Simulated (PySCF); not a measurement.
Species: C₆H₅F.
Structure used (GFN2-xTB), in Å, numbered top down from 1:
```
atom  x, y, z in Å
C1     2.2891   -1.6618    1.2133
C2     1.5425   -0.7711    0.8986
C3     0.6804    0.2219    0.4958
C4     0.0364    1.3496    0.6591
C5    -0.2136    0.6559   -0.6432
C6    -1.5154   -0.0694   -0.8862
F7    -2.4705    0.7997   -1.3734
H8     2.9427   -2.4254    1.5117
H9    -0.2013    2.1976    1.2502
H10    0.2355    1.0496   -1.5517
H11   -1.9184   -0.4909    0.0413
H12   -1.4061   -0.8565   -1.6414
```

Definitions: NICS(0) = −σiso at the ring centroid; NICS(1) = −σiso and NICS(1)zz = −σzz at ±1 Å along the ring normal z. Level: GIAO PBE0/pcSseg-1 (PySCF, non-relativistic, gas phase) on the GFN2-xTB geometry, one conformer.

Ring bond lengths (Å), with Mayer bond orders in brackets: C3–C4 1.309 (1.58), C4–C5 1.497 (0.92), C5–C3 1.512 (0.89).

Q: What do the NICS probes read (ppm)?

A: 
```json
{"ring": "C3–C4–C5", "type": "3-membered carbocycle; formal bonds 1 double, 2 single", "NICS(0)": "-30.9", "NICS(1), two faces": "-6.6 / -7.5", "NICS(1)zz, two faces": "-14.1 / -16.4", "rms pucker (Å)": "0.00", "centre to ring atoms, mean (Å)": "0.83"}
```

Q: What can be read from them?

A: 
- C3–C4–C5: mean NICS(1)zz -15.2 ppm, shielded. C5 has four or more neighbours, and the NICS criterion for π rings isn't applied. NICS(0) lies 24 ppm below the mean NICS(1).

Q: At the first NICS(1) probe listed for ring C3–C4–C5, 1 Å off the ring, how large is the induced field along the normal in 7.05 T applied along it?

A: NICSzz × B0 = -14.1 ppm × 7.05 T = -99 μT, against the applied field.
